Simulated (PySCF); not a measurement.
**SnF₂ + NH₃ → HSnN + 2 HF**

Level: PBE0 in the def2-TZVP basis family, computed in PySCF with density fitting; scalar-relativistic core potentials for atoms from Rb on, none lighter, no spin–orbit coupling; open shells unrestricted.

| species | state and structure | E (Eh) | ZPE (kJ/mol) | H(298 K) − H(0) (kJ/mol) | S° (J/(mol K)) |
| --- | --- | --- | --- | --- | --- |
| SnF₂ | singlet, C2v, Sn–F 1.932 Å (×2); F–Sn–F 95.9° | -413.98408 | 8.3 | 12.3 | 282.1 |
| NH₃ | singlet, C3v, N–H 1.013 Å (×3); H–N–H 107.1° (×3) | -56.51312 | 90.6 | 10.0 | 192.4 |
| HSnN | singlet, C∞v, Sn–H 1.682 Å, Sn–N 1.809 Å; H–Sn–N 180.0° | -269.46512 | 20.9 | 10.9 | 242.1 |
| HF | singlet, C∞v, H–F 0.920 Å | -100.39188 | 24.9 | 8.7 | 173.6 |

Question: What is the electronic reaction energy?

Answer: At PBE0/def2-TZVP, ΔE = 652.0 kJ/mol from the differences of the total energies times 2625.5, uphill. 

Question: Add zero-point, thermal and entropy terms for 298.15 K and 1 bar.

Answer: ΔZPE = -28.2 and Δ[H(298) − H(0)] = 6.0 kJ/mol give ΔH° = 629.8 kJ/mol. ΔS° = 114.8 J/(mol K), so ΔG° = 629.8 − 298.15 × (0.1148) = 596 kJ/mol.

Each species is the lowest minimum found with this bonding; other isomers or fragments can lie lower.
